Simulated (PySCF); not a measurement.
Distorted geometries of [Gd(BH4)2]+

[Gd(BH4)2]+ (singlet in the valence; each metal's 4f electrons, 7 of them, lie in its core potential, out of spins and levels; a saddle point, relaxed within its symmetry). PySCF 2.14.0, RKS B3LYP, Gd lcecp-1-SVP with ECP53, B def2-SVP, H def2-SVP; non-relativistic Hamiltonian with scalar-relativistic core potentials where named; density fitting; no spin-orbit coupling. Relaxed geometry:

```xyz
11

Gd    0.0000    0.0000    0.0000
B     0.0000    0.0000    2.4558
H     0.0000    0.0000    3.6503
H     1.1521    0.0021    1.9203
H    -0.5779    0.9967    1.9203
H    -0.5742   -0.9988    1.9203
B     0.0000    0.0000   -2.4558
H     0.0000    0.0000   -3.6503
H     1.1521   -0.0021   -1.9203
H    -0.5779   -0.9967   -1.9203
H    -0.5742    0.9988   -1.9203
```

Question: Order these distorted geometries by energy above the relaxed one, lowest first.
A.
```xyz
11

Gd   -0.0287    0.0002    0.0026
B    -0.0363    0.0288    2.4049
H     0.0224    0.0404    3.6550
H     1.0984   -0.0129    1.9230
H    -0.5473    0.9727    1.9174
H    -0.6230   -0.9915    1.9375
B     0.0025    0.0328   -2.4306
H     0.0064   -0.0398   -3.6137
H     1.1482   -0.0556   -1.9365
H    -0.5109   -0.9460   -1.9345
H    -0.5316    0.9708   -1.9251
```
B.
```xyz
11

Gd    0.0905   -0.1114    0.1708
B    -0.2202   -0.0261    2.4885
H    -0.0994   -0.1489    3.6051
H     1.2946   -0.0080    1.9353
H    -0.6681    1.0648    1.7633
H    -0.6230   -0.8750    1.9879
B    -0.0057   -0.1166   -2.5445
H     0.1440    0.1848   -3.6242
H     1.2646    0.0228   -1.9456
H    -0.6823   -1.0292   -1.9472
H    -0.4950    1.0428   -1.8895
```
C.
```xyz
11

Gd   -0.0718    0.1440   -0.1097
B     0.1288   -0.0670    2.3346
H    -0.1343   -0.0013    3.6231
H     1.2100   -0.0321    1.8481
H    -0.6594    1.0380    1.8886
H    -0.4884   -0.9929    2.0490
B     0.0065   -0.1917   -2.4364
H     0.1206   -0.0167   -3.5946
H     1.0126    0.1708   -1.8852
H    -0.5555   -1.0920   -1.8461
H    -0.5690    1.0409   -1.8714
```

Answer: A (0.26 eV), C (1.44 eV), B (2.18 eV).

Question: Which forces (eV/Å) act in the one that lies 0.26 eV up?

Answer: 
```
Gd   0.11 -0.11 -0.36
B    0.49 -1.35  2.70
H   -0.18  0.01 -1.18
H    0.54 -0.05 -0.35
H   -0.84  1.39 -0.64
H   -0.01  0.08 -0.11
B    0.92 -0.73 -0.99
H   -0.03  0.18 -0.27
H    0.32  0.25  0.28
H   -0.72 -0.88  0.46
H   -0.61  1.21  0.46
```
Forces carry noise of the integration grid, about 0.01 to 0.03 eV/Å.

An lcecp potential fixes the number of 4f electrons, so in runs with it no electron can move into or out of that shell.
